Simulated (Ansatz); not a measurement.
The cluster HfS2⁺, relaxed as a doublet with UKS PBE-D4/def2-TZVP in Ansatz, starting from the GFN2-xTB geometry. Force threshold 0.02 eV/Å.

In the def2 sets Hf takes a core potential; there is no spin–orbit coupling. The relaxation made no stability test and no search for a lower SCF solution. No other spin state of charge 1 was run. Another isomer (doublet) lies 0.11 eV lower at PBE-D4/def2-TZVP; other spin states weren't run for this one.

Start:

```xyz
3

Hf    1.743   -0.644   -0.083
S    -1.056   -0.060   -0.879
S    -0.687    0.704    0.963
```

```
        step  energy (eV)  largest force component (eV/Å)  SCF passes
           1  -22960.2057                           2.657          65
           2  -22961.4463                           2.914          31
           3  -22962.5598                           1.714          32
4 (rejected)  -22962.5225                           3.017          31
           5  -22962.8037                           0.175          29
           6  -22962.8050                           0.012          24
```

Force components are those of the run's own axes.

End:

```xyz
3

Hf    1.282   -0.474   -0.061
S    -0.835   -0.164   -0.936
S    -0.446    0.638    0.997
```

By distances, no bond broke or formed. The bond that changes most is Hf1–S3, from 2.97 to 2.31 Å (atoms count from 1).

No frequencies were taken in this run, so the end may be a saddle point.

Run time 7.5 s (4 threads of Arm Neoverse V2 on a shared host).
